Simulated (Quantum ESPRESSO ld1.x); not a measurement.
Results of a calculation; reference values are marked as such.
Problem. Mo, 42 electrons, occupied as [Kr] 4d5 5s1. Code: ld1.x of Quantum ESPRESSO 7.5. Model: scalar-relativistic Kohn-Sham, LDA (Slater exchange, Perdew-Wang correlation), spin-polarised, spherical densities, point nucleus; open shells are filled with parallel spins first. Some entries of the table are withheld. Estimate them.

orbital  occ.  eigenvalue (eV)  r(max) (bohr)
1s up       1         -19794.4          0.023
1s down     1         -19794.4          0.023
2s up       1         -2795.92          0.130
2s down     1         -2795.45          0.130
2p up       3         -2501.29          0.104
2p down     3         -2500.92          0.104
3s up       1         -474.851          0.385
3s down     1         -474.500          0.385
3p up       3         -378.337          0.376
3p down     3         -377.956          0.376
3d up       5         -220.813          0.323
3d down     5         -220.305          0.323
4s up       1         -64.9101          0.990
4s down     1         -62.4073          0.983
4p up       3         -39.1830           1.07
4p down     3         -36.4481           1.06
5s up       1          -4.8328           2.87
4d up       5          -4.6698           1.40
5s down     0          -2.7268           3.08
4d down     0          -1.7168           1.39
5p up       0          -1.4131            (1)
5p down     0          -0.3139            (2)
6s up       0          -0.0170           10.9

Solution. 
(1) 5p up r(max) (bohr): 3.83
(2) 5p down r(max) (bohr): 5.02
